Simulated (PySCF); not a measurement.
Isomers of C6H11B, from PBE0-D3(BJ)/def2-SVP geometry optimisation, gas phase in PySCF. One conformer each, no zero-point energy, no frequencies.

Task: Which isomer lies lowest at this level?
A. BEt2(CCH), `C#CB(CC)CC`: A = 2438, B = 2113, C = 1275 MHz, dipole 0.07 D
B. `[CH2:1]=[C:2]=[CH:3][CH2:4][B:5]([CH3:6])[CH3:7]` with C2–C3–C4–B5 -116°, C3–C4–B5–C6 178°: A = 5494, B = 1154, C = 1053 MHz, dipole 0.72 D
C. `[BH2:1][C@H:2]1[CH2:3][CH2:4][C:5]12[CH2:6][CH2:7]2` with H–B1–C2–C3 -10° and 176°: A = 4097, B = 2706, C = 2126 MHz, dipole 1.35 D

Result: B. That is `C=C=CCB(C)C`, 3.7 kcal/mol below the next.

| SMILES | mapped SMILES | E (Eh) | relative (kcal/mol) | relative (kJ/mol) | dipole (D) |
| --- | --- | --- | --- | --- | --- |
| C=C=CCB(C)C | [CH2:1]=[C:2]=[CH:3][CH2:4][B:5]([CH3:6])[CH3:7] | -259.55798 | 0.0 | 0.0 | 0.72 |
| C#CB(CC)CC | – | -259.55203 | 3.7 | 15.6 | 0.07 |
| B[C@H]1CCC12CC2 | [BH2:1][C@H:2]1[CH2:3][CH2:4][C:5]12[CH2:6][CH2:7]2 | -259.53313 | 15.6 | 65.3 | 1.35 |

As drawn, the lowest has cumulated double bonds and a C=C bond outside aromatic rings, which the highest lacks; the highest has a three-membered ring, a four-membered ring and a quaternary carbon, which the lowest lacks.
